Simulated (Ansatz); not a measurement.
`[F][In]([F])[O][SiH3]` + CH₃OH → `C[O][In]([F])[F]` + `O[SiH3]` at 298.15 K and 1 bar (ligand exchange at the In–O bond).

Calculated with Ansatz (gas phase, PBE0-D4/def2-TZVP geometries, no zero-point term in ΔE). CBS: MP2 limit from def2 TZ/QZ plus the TZ coupled-cluster correction, frozen cores. This one scheme is used for every species. def2 core potentials past Kr. For In outer-core shells are correlated without core-valence functions, which leaves a few kJ/mol of doubt a bond. Each species was taken in one conformer, which may not be the lowest.

| species | CCSD(T)/CBS energy (Eh) | H − E (kJ/mol) | S (J/(mol·K)) |
| --- | --- | --- | --- |
| `[F][In]([F])[O][SiH3]` | -755.56161 | 109.4 | 403.5 |
| CH₃OH | -115.61712 | 146.3 | 238.2 |
| `C[O][In]([F])[F]` | -504.48097 | 139.7 | 381.8 |
| `O[SiH3]` | -366.69042 | 113.6 | 257.8 |

H − E and S are ideal-gas, rigid-rotor, harmonic terms from PBE0-D4/def2-TZVP, for one conformer and one mirror image of each species. 1 Eh = 2625.50 kJ/mol, R = 8.31446 J/(mol·K).

By hand: ΔE, ΔH, ΔS and ΔG.

ΔE = (-504.48097) + (-366.69042) − (-755.56161) − (-115.61712) = 0.00734 Eh = 19.3 kJ/mol. Δ(H − E) = 139.7 + 113.6 − 109.4 − 146.3 = -2.4, so ΔH = 16.9 kJ/mol. ΔS = 381.8 + 257.8 − 403.5 − 238.2 = -2.1 J/(mol·K). ΔG = 16.9 − 298.15 × (-2.1)/1000 = 17.5 kJ/mol.

By hand: the equilibrium constant, and the temperature at which ΔG would vanish if ΔH and ΔS stayed fixed.

log₁₀ K = −ΔG/(RT ln 10) = -3.1. ΔH and −TΔS have one sign here, so there is no such temperature.

The number of gas molecules stays the same, so ΔS is small and ΔH decides. A doubt of 5 kJ/mol in ΔE shifts log₁₀ K by 0.9 here. Other conformers and mirror images would add mixing entropy, several J/(mol·K) or more a flexible species. Modes under 60 cm⁻¹, often nearly free rotors, make the harmonic entropy too high. These are equilibria of isolated gas molecules and say nothing of rates. Largest T1 diagnostic: 0.017 (customary marks: 0.02 for closed shells, 0.045 for open ones).

ΔS is within the doubt of such terms, so its sign, and with it that verdict, could turn.
